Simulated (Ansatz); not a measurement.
Calculation: frozen-core CCSD(T)/cc-pVTZ // B3LYP-D3(BJ)/def2-TZVP (Ansatz, a quantum-chemistry and plane-wave program).

Ansatz 0.2 input:
```yaml
crystal:
  periodic: [false, false, false]
  atoms:
    - { symbol: C, position_ang: [1.754212, -0.892036, 0.015575] }
    - { symbol: Al, position_ang: [0.00723, 0.000669, 0.01462] }
    - { symbol: C, position_ang: [-0.108637, 1.9586, -0.033958] }
    - { symbol: C, position_ang: [-1.638522, -1.067011, 0.033642] }
    - { symbol: H, position_ang: [1.738861, -1.832049, 0.573787] }
    - { symbol: H, position_ang: [2.045761, -1.146833, -1.010173] }
    - { symbol: H, position_ang: [2.55201, -0.266506, 0.423122] }
    - { symbol: H, position_ang: [0.763468, 2.446443, 0.408262] }
    - { symbol: H, position_ang: [-0.16978, 2.305171, -1.072341] }
    - { symbol: H, position_ang: [-1.002451, 2.335225, 0.470513] }
    - { symbol: H, position_ang: [-2.017366, -1.154456, 1.058823] }
    - { symbol: H, position_ang: [-1.489461, -2.084739, -0.335027] }
    - { symbol: H, position_ang: [-2.438917, -0.606075, -0.551542] }
basis:
  gaussian: { orbitals: cc-pVTZ }
correlation:
  method: ccsd_t
```

Output:

```
Functional definition: HF
1390 factors; integrals over basis functions are off by at most 1.2e-3 eV
mean field evaluation 1: about -9814.3798 eV, gradient 4.1e1 eV
mean field evaluation 2: about -9814.4673 eV, gradient 4.1e1 eV
mean field evaluation 4: about -9818.6115 eV, gradient 2.9e0 eV
mean field evaluation 8: about -9818.6570 eV, gradient 6.9e-2 eV
mean field evaluation 16: about -9817.8608 eV, gradient 1.6e1 eV
mean field -9818.65706752 eV, -360.8289919067 hartree, gradient 2.8e-6 eV, S^2 0.000000; 0 other end points of the search recorded, 0 dependent functions left out
8 core orbitals not correlated
reference -9818.65706752 eV, -360.8289919067 hartree; 12, 12 occupied and 230, 230 virtual orbitals, 1390 factors
second order -17.00810570 eV of doubles, -0.00000000 eV of singles
cycle   1  -17.92938537 eV  change   -9.2e-1 eV  update   7.7e-2
cycle   2  -18.34456438 eV  change   -4.2e-1 eV  update   2.3e-2
cycle   3  -18.39663185 eV  change   -5.2e-2 eV  update   7.9e-3
cycle   4  -18.39497707 eV  change    1.7e-3 eV  update   2.0e-3
cycle   5  -18.39473974 eV  change    2.4e-4 eV  update   6.2e-4
cycle   6  -18.39459333 eV  change    1.5e-4 eV  update   1.8e-4
cycle   7  -18.39456824 eV  change    2.5e-5 eV  update   5.0e-5
cycle   8  -18.39457737 eV  change   -9.1e-6 eV  update   1.8e-5
perturbative correction -0.68065234 eV, -0.0250135122 hartree
Total energy: -9837.73229724 eV, -361.5299936691 hartree
```

Cost: very roughly 4 core-minutes.
